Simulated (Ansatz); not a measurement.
CH6BFSn (`C[B](F)[SnH3]`), charge 0, multiplicity 1.

(1) Give a relaxed structure at PBE0-D4/def2-TZVP (Ansatz 0.2.0). (Estimate.)

## Answers

(1) Ansatz gave: 
Z-matrix (Å, degrees):
```
C
B 1 1.556
H 1 1.096 2 109.7
H 1 1.096 2 110.0 3 115.3
H 1 1.092 2 113.4 3 -122.1
F 2 1.326 1 119.5 3 121.2
Sn 2 2.282 1 123.5 3 -58.7
H 7 1.712 2 110.9 1 59.8
H 7 1.708 2 113.1 1 -179.2
H 7 1.712 2 110.9 1 -58.1
```
Point group Cs.
This is one stationary point; other conformers may exist.
